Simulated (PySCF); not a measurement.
# Nb⁺: excitation energy

Nb⁺ [Kr] 4d4 (5D) → Nb⁺ [Kr] 4d3 5s1 (5F), as a difference of total energies. Computed with PySCF 2.14 in aug-cc-pVTZ-DK (9s8p6d3f2g, 102 functions), with the spin-free X2C one-electron Hamiltonian (Gaussian nucleus). Correlated levels: valence: [Kr] frozen. The calculations carry no spin-orbit coupling.

```
           method  excitation energy (eV)  error (eV)
              UHF                   0.052      -0.274
    MP2 (valence)                   0.244      -0.082
SCS-MP2 (valence)                   0.116      -0.210
   CCSD (valence)                   0.249      -0.077
CCSD(T) (valence)                   0.253      -0.073
```

Reference: 0.326 eV (measured; NIST levels, between the centres of gravity of the two terms).

Errors of the correlated levels include the incompleteness of this basis and the frozen core.
